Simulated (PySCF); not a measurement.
Ligand exchange on a metal centre used in film growth or etching (Ti NH2-H). All species are isolated molecules in the gas phase. One relaxed conformer stands for each flexible species; it need not be the lowest.

The LUMO from two functionals at the same geometries (BP86-D3(BJ)/def2-SVP), both in PySCF: PBE-D3(BJ)/def2-TZVP and B3LYP-D3(BJ)/def2-TZVP. B3LYP has the VWN-RPA correlation part, as in Gaussian. 

| species | PBE-D3(BJ)/def2-TZVP (eV) | B3LYP-D3(BJ)/def2-TZVP (eV) |
|---|---|---|
| 0 of 4 NH2 replaced by H | -1.71 | -0.98 |
| 1 of 4 NH2 replaced by H ([Ti(NH2)3(H)]) | -1.92 | -1.13 |
| 3 of 4 NH2 replaced by H ([Ti(NH2)(H)3]) | -3.69 | -2.67 |
| 4 of 4 NH2 replaced by H ([Ti(H)4]) | -4.32 | -3.25 |

Over these rows, drawn at random from the members with no instability flagged (it was tested for open shells, ions and some series alone), PBE minus B3LYP-D3(BJ): mean -0.90 eV, from -1.08 eV to -0.73 eV.
